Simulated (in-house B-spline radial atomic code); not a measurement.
Response of Fe16+ as one setting changes: the share of exact exchange in a PBE hybrid. A dash marks a strongly mixed or unbound state. Computed with a B-spline radial code for spherical atoms: linear response of the closed shell [He] 2s2 2p6 with the functional's adiabatic kernel; scalar-relativistic (spin-free one-electron X2C), finite nucleus, no spin-orbit coupling, no double excitations, S, P, D and F terms only. Only terms of natural parity with L up to 3 were computed.

Spin-orbit coupling is strong here, so these LS terms don't match observed levels.

```json
{"share of exact exchange in a PBE hybrid": "0", "lowest 1P (eV)": "2p → 3s 716.21", "lowest 3P, Tamm-Dancoff (eV)": "2p → 3s 713.17", "minus highest occupied level (eV)": "1219.45", "α (bohr³)": "0.005707"}
{"share of exact exchange in a PBE hybrid": "0.1", "lowest 1P (eV)": "2p → 3s 718.18", "lowest 3P, Tamm-Dancoff (eV)": "2p → 3s 715.11", "minus highest occupied level (eV)": "1224.49", "α (bohr³)": "0.005697"}
{"share of exact exchange in a PBE hybrid": "0.2", "lowest 1P (eV)": "2p → 3s 720.13", "lowest 3P, Tamm-Dancoff (eV)": "2p → 3s 717.05", "minus highest occupied level (eV)": "1229.53", "α (bohr³)": "0.005688"}
{"share of exact exchange in a PBE hybrid": "0.3", "lowest 1P (eV)": "2p → 3s 722.09", "lowest 3P, Tamm-Dancoff (eV)": "2p → 3s 718.98", "minus highest occupied level (eV)": "1234.57", "α (bohr³)": "0.005678"}
{"share of exact exchange in a PBE hybrid": "0.4", "lowest 1P (eV)": "?", "lowest 3P, Tamm-Dancoff (eV)": "?", "minus highest occupied level (eV)": "?", "α (bohr³)": "?"}
{"share of exact exchange in a PBE hybrid": "0.5", "lowest 1P (eV)": "2p → 3s 725.98", "lowest 3P, Tamm-Dancoff (eV)": "2p → 3s 722.82", "minus highest occupied level (eV)": "1244.66", "α (bohr³)": "0.005659"}
{"share of exact exchange in a PBE hybrid": "0.6", "lowest 1P (eV)": "2p → 3s 727.91", "lowest 3P, Tamm-Dancoff (eV)": "2p → 3s 724.74", "minus highest occupied level (eV)": "1249.71", "α (bohr³)": "0.00565"}
{"share of exact exchange in a PBE hybrid": "0.7", "lowest 1P (eV)": "2p → 3s 729.84", "lowest 3P, Tamm-Dancoff (eV)": "2p → 3s 726.65", "minus highest occupied level (eV)": "1254.75", "α (bohr³)": "0.005641"}
{"share of exact exchange in a PBE hybrid": "0.8", "lowest 1P (eV)": "2p → 3s 731.77", "lowest 3P, Tamm-Dancoff (eV)": "2p → 3s 728.55", "minus highest occupied level (eV)": "1259.80", "α (bohr³)": "0.005632"}
{"share of exact exchange in a PBE hybrid": "0.9", "lowest 1P (eV)": "?", "lowest 3P, Tamm-Dancoff (eV)": "?", "minus highest occupied level (eV)": "?", "α (bohr³)": "?"}
{"share of exact exchange in a PBE hybrid": "1", "lowest 1P (eV)": "2p → 3s 735.61", "lowest 3P, Tamm-Dancoff (eV)": "2p → 3s 732.35", "minus highest occupied level (eV)": "1269.90", "α (bohr³)": "0.005613"}
```

(1) What belongs in the row for 0.9?

(2) What belongs in the row for 0.4?

## Answers

(1) lowest 1P (eV): 2p → 3s 733.69; lowest 3P, Tamm-Dancoff (eV): 2p → 3s 730.45; minus highest occupied level (eV): 1264.85; α (bohr³): 0.005622.

(2) lowest 1P (eV): 2p → 3s 724.03; lowest 3P, Tamm-Dancoff (eV): 2p → 3s 720.90; minus highest occupied level (eV): 1239.62; α (bohr³): 0.005669.
